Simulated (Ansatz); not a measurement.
Molecular dynamics of CH5BSi2

The input (input.yaml):

```yaml
crystal:
  periodic: [false, false, false]
  atoms:
    - { symbol: B, position_ang: [0.554491, 1.400848, -0.38402] }
    - { symbol: C, position_ang: [0.43387, 0.068365, 0.131946] }
    - { symbol: Si, position_ang: [2.120545, 0.29254, 0.461555] }
    - { symbol: Si, position_ang: [-0.841286, -1.217382, 0.159072] }
    - { symbol: H, position_ang: [-0.080274, 2.194314, -0.976859] }
    - { symbol: H, position_ang: [1.578285, 2.041214, -0.085918] }
    - { symbol: H, position_ang: [-1.939914, -1.04345, -1.008649] }
    - { symbol: H, position_ang: [-0.247038, -2.469248, -0.048732] }
    - { symbol: H, position_ang: [-1.529339, -0.962691, 1.456153] }
basis:
  gaussian: { orbitals: "6-31G*" }
hamiltonian:
  xc: pbe0
md:
  timestep: 1.0
  n_steps: 100
  ensemble: nve
  temperature: 400.0
  initial_velocities: maxwell_boltzmann
  seed: 299119
```

Run as:

```bash
$ ansatz run input.yaml --threads 1 --pin off --max-ram 2048MiB --backend cpu --events-out ev --progress --plain --runs-dir out
```

It goes on from the last frame of an earlier run, with new velocities.

Output, in part (one step line in 2, the closing report, with atoms numbered from 0):

```
md step     0: t =     0.00 fs  T =   400.0 K  F+E_penalty+E_count = -17537.93213050 eV  E_kin = 0.361928 eV  conserved = -17537.57020250 eV  (25 SCF iters)
md step     2: t =     2.00 fs  T =   459.8 K  F+E_penalty+E_count = -17537.99085543 eV  E_kin = 0.416034 eV  conserved = -17537.57482181 eV  (26 SCF iters)
md step     4: t =     4.00 fs  T =   435.0 K  F+E_penalty+E_count = -17537.96775655 eV  E_kin = 0.393557 eV  conserved = -17537.57420002 eV  (26 SCF iters)
md step     6: t =     6.00 fs  T =   313.8 K  F+E_penalty+E_count = -17537.85683221 eV  E_kin = 0.283951 eV  conserved = -17537.57288097 eV  (26 SCF iters)
md step     8: t =     8.00 fs  T =   229.3 K  F+E_penalty+E_count = -17537.77650662 eV  E_kin = 0.207518 eV  conserved = -17537.56898888 eV  (26 SCF iters)
md step    10: t =    10.00 fs  T =   355.8 K  F+E_penalty+E_count = -17537.89615753 eV  E_kin = 0.321924 eV  conserved = -17537.57423371 eV  (27 SCF iters)
md step    12: t =    12.00 fs  T =   439.1 K  F+E_penalty+E_count = -17537.97271046 eV  E_kin = 0.397331 eV  conserved = -17537.57537919 eV  (26 SCF iters)
md step    14: t =    14.00 fs  T =   410.1 K  F+E_penalty+E_count = -17537.94150268 eV  E_kin = 0.371062 eV  conserved = -17537.57044046 eV  (27 SCF iters)
md step    16: t =    16.00 fs  T =   486.7 K  F+E_penalty+E_count = -17538.01431747 eV  E_kin = 0.440352 eV  conserved = -17537.57396583 eV  (27 SCF iters)
md step    18: t =    18.00 fs  T =   523.1 K  F+E_penalty+E_count = -17538.04788484 eV  E_kin = 0.473315 eV  conserved = -17537.57456995 eV  (26 SCF iters)
md step    20: t =    20.00 fs  T =   443.1 K  F+E_penalty+E_count = -17537.97452837 eV  E_kin = 0.400965 eV  conserved = -17537.57356320 eV  (27 SCF iters)
md step    22: t =    22.00 fs  T =   337.6 K  F+E_penalty+E_count = -17537.87522958 eV  E_kin = 0.305462 eV  conserved = -17537.56976762 eV  (26 SCF iters)
md step    24: t =    24.00 fs  T =   427.6 K  F+E_penalty+E_count = -17537.95781603 eV  E_kin = 0.386883 eV  conserved = -17537.57093296 eV  (27 SCF iters)
md step    26: t =    26.00 fs  T =   611.9 K  F+E_penalty+E_count = -17538.13184145 eV  E_kin = 0.553674 eV  conserved = -17537.57816781 eV  (27 SCF iters)
md step    28: t =    28.00 fs  T =   541.9 K  F+E_penalty+E_count = -17538.06286176 eV  E_kin = 0.490287 eV  conserved = -17537.57257464 eV  (26 SCF iters)
md step    30: t =    30.00 fs  T =   479.7 K  F+E_penalty+E_count = -17538.00507387 eV  E_kin = 0.434058 eV  conserved = -17537.57101612 eV  (27 SCF iters)
md step    32: t =    32.00 fs  T =   528.8 K  F+E_penalty+E_count = -17538.05375017 eV  E_kin = 0.478499 eV  conserved = -17537.57525082 eV  (27 SCF iters)
md step    34: t =    34.00 fs  T =   461.6 K  F+E_penalty+E_count = -17537.99202996 eV  E_kin = 0.417634 eV  conserved = -17537.57439575 eV  (27 SCF iters)
md step    36: t =    36.00 fs  T =   298.1 K  F+E_penalty+E_count = -17537.84136131 eV  E_kin = 0.269771 eV  conserved = -17537.57159055 eV  (26 SCF iters)
md step    38: t =    38.00 fs  T =   247.2 K  F+E_penalty+E_count = -17537.79271152 eV  E_kin = 0.223660 eV  conserved = -17537.56905125 eV  (25 SCF iters)
md step    40: t =    40.00 fs  T =   399.1 K  F+E_penalty+E_count = -17537.93783491 eV  E_kin = 0.361075 eV  conserved = -17537.57675992 eV  (29 SCF iters)
md step    42: t =    42.00 fs  T =   373.8 K  F+E_penalty+E_count = -17537.91384369 eV  E_kin = 0.338193 eV  conserved = -17537.57565092 eV  (29 SCF iters)
md step    44: t =    44.00 fs  T =   243.4 K  F+E_penalty+E_count = -17537.78826276 eV  E_kin = 0.220223 eV  conserved = -17537.56803980 eV  (30 SCF iters)
md step    46: t =    46.00 fs  T =   384.0 K  F+E_penalty+E_count = -17537.92033500 eV  E_kin = 0.347472 eV  conserved = -17537.57286272 eV  (29 SCF iters)
md step    48: t =    48.00 fs  T =   584.1 K  F+E_penalty+E_count = -17538.10385938 eV  E_kin = 0.528523 eV  conserved = -17537.57533603 eV  (29 SCF iters)
md step    50: t =    50.00 fs  T =   627.3 K  F+E_penalty+E_count = -17538.14378636 eV  E_kin = 0.567599 eV  conserved = -17537.57618702 eV  (27 SCF iters)
md step    52: t =    52.00 fs  T =   496.7 K  F+E_penalty+E_count = -17538.02104468 eV  E_kin = 0.449406 eV  conserved = -17537.57163840 eV  (26 SCF iters)
md step    54: t =    54.00 fs  T =   457.4 K  F+E_penalty+E_count = -17537.98516818 eV  E_kin = 0.413837 eV  conserved = -17537.57133074 eV  (27 SCF iters)
md step    56: t =    56.00 fs  T =   513.2 K  F+E_penalty+E_count = -17538.04169181 eV  E_kin = 0.464331 eV  conserved = -17537.57736066 eV  (26 SCF iters)
md step    58: t =    58.00 fs  T =   381.0 K  F+E_penalty+E_count = -17537.91675532 eV  E_kin = 0.344761 eV  conserved = -17537.57199384 eV  (27 SCF iters)
md step    60: t =    60.00 fs  T =   328.2 K  F+E_penalty+E_count = -17537.86668631 eV  E_kin = 0.296952 eV  conserved = -17537.56973389 eV  (26 SCF iters)
md step    62: t =    62.00 fs  T =   475.5 K  F+E_penalty+E_count = -17538.00539861 eV  E_kin = 0.430204 eV  conserved = -17537.57519486 eV  (27 SCF iters)
md step    64: t =    64.00 fs  T =   517.4 K  F+E_penalty+E_count = -17538.04392353 eV  E_kin = 0.468127 eV  conserved = -17537.57579637 eV  (27 SCF iters)
md step    66: t =    66.00 fs  T =   386.7 K  F+E_penalty+E_count = -17537.92191901 eV  E_kin = 0.349869 eV  conserved = -17537.57204981 eV  (27 SCF iters)
md step    68: t =    68.00 fs  T =   339.7 K  F+E_penalty+E_count = -17537.87597614 eV  E_kin = 0.307337 eV  conserved = -17537.56863933 eV  (27 SCF iters)
md step    70: t =    70.00 fs  T =   520.0 K  F+E_penalty+E_count = -17538.04699415 eV  E_kin = 0.470495 eV  conserved = -17537.57649916 eV  (27 SCF iters)
md step    72: t =    72.00 fs  T =   526.9 K  F+E_penalty+E_count = -17538.05333128 eV  E_kin = 0.476767 eV  conserved = -17537.57656424 eV  (27 SCF iters)
md step    74: t =    74.00 fs  T =   353.3 K  F+E_penalty+E_count = -17537.88873125 eV  E_kin = 0.319686 eV  conserved = -17537.56904544 eV  (27 SCF iters)
md step    76: t =    76.00 fs  T =   364.3 K  F+E_penalty+E_count = -17537.90241401 eV  E_kin = 0.329633 eV  conserved = -17537.57278148 eV  (27 SCF iters)
md step    78: t =    78.00 fs  T =   423.0 K  F+E_penalty+E_count = -17537.95676040 eV  E_kin = 0.382729 eV  conserved = -17537.57403112 eV  (26 SCF iters)
md step    80: t =    80.00 fs  T =   404.0 K  F+E_penalty+E_count = -17537.93881207 eV  E_kin = 0.365525 eV  conserved = -17537.57328668 eV  (27 SCF iters)
md step    82: t =    82.00 fs  T =   378.8 K  F+E_penalty+E_count = -17537.91278000 eV  E_kin = 0.342714 eV  conserved = -17537.57006599 eV  (27 SCF iters)
md step    84: t =    84.00 fs  T =   515.1 K  F+E_penalty+E_count = -17538.03900248 eV  E_kin = 0.466118 eV  conserved = -17537.57288456 eV  (27 SCF iters)
md step    86: t =    86.00 fs  T =   644.1 K  F+E_penalty+E_count = -17538.16116690 eV  E_kin = 0.582765 eV  conserved = -17537.57840235 eV  (27 SCF iters)
md step    88: t =    88.00 fs  T =   480.9 K  F+E_penalty+E_count = -17538.00846179 eV  E_kin = 0.435125 eV  conserved = -17537.57333680 eV  (26 SCF iters)
md step    90: t =    90.00 fs  T =   300.8 K  F+E_penalty+E_count = -17537.84180538 eV  E_kin = 0.272208 eV  conserved = -17537.56959725 eV  (28 SCF iters)
md step    92: t =    92.00 fs  T =   318.6 K  F+E_penalty+E_count = -17537.86161777 eV  E_kin = 0.288301 eV  conserved = -17537.57331637 eV  (26 SCF iters)
md step    94: t =    94.00 fs  T =   345.0 K  F+E_penalty+E_count = -17537.88642647 eV  E_kin = 0.312208 eV  conserved = -17537.57421889 eV  (26 SCF iters)
md step    96: t =    96.00 fs  T =   306.5 K  F+E_penalty+E_count = -17537.84912767 eV  E_kin = 0.277317 eV  conserved = -17537.57181058 eV  (27 SCF iters)
md step    98: t =    98.00 fs  T =   374.6 K  F+E_penalty+E_count = -17537.90883195 eV  E_kin = 0.338984 eV  conserved = -17537.56984819 eV  (28 SCF iters)
md step   100: t =   100.00 fs  T =   598.9 K  F+E_penalty+E_count = -17538.11972338 eV  E_kin = 0.541893 eV  conserved = -17537.57783061 eV  (26 SCF iters)
Total energy: -17538.11975076 eV, -644.5140130760 hartree
Atom 0 at     0.512073     1.388618    -0.312025 Å, force     0.492096    -0.496056    -0.031767 eV/Å
Atom 1 at     0.461562    -0.015278     0.157183 Å, force     0.576030     1.573356    -0.079853 eV/Å
Atom 2 at     2.155234     0.327221     0.440858 Å, force     0.581605    -0.162734    -0.111432 eV/Å
Atom 3 at    -0.871006    -1.198983     0.138679 Å, force    -0.599541    -1.357683     1.385887 eV/Å
Atom 4 at    -0.251816     2.241400    -0.611076 Å, force    -0.059332     0.160931    -0.218065 eV/Å
Atom 5 at     1.764003     1.812054    -0.447045 Å, force    -0.609968     0.026240     0.476711 eV/Å
Atom 6 at    -1.488220    -1.066213    -1.169035 Å, force    -0.388922    -0.311355    -0.683291 eV/Å
Atom 7 at    -0.288214    -2.580399     0.455891 Å, force    -0.428596     0.460548    -0.399775 eV/Å
Atom 8 at    -1.967560    -0.997833     1.179324 Å, force     0.436626     0.106755    -0.338415 eV/Å
Dipole moment:     0.130707     0.129186    -0.031361 e Å
```

All steps were run. The conserved energy stayed within 0.91 meV per atom of its start (net change -0.85 meV per atom), so the integration is sound. A run of 0.1 ps of so small a system gives no equilibrium averages.

The same pairs are bonded in the first frame and the last. Pairs count as bonded within 1.25 times the sum of covalent radii (0.12 Å more for H–H).

Last frame:

```xyz
9
Properties=species:S:1:pos:R:3
B 0.512 1.389 -0.312
C 0.462 -0.015 0.157
Si 2.155 0.327 0.441
Si -0.871 -1.199 0.139
H -0.252 2.241 -0.611
H 1.764 1.812 -0.447
H -1.488 -1.066 -1.169
H -0.288 -2.580 0.456
H -1.968 -0.998 1.179
```

Run time: 5.5 min on 1 CPU thread of a shared host.
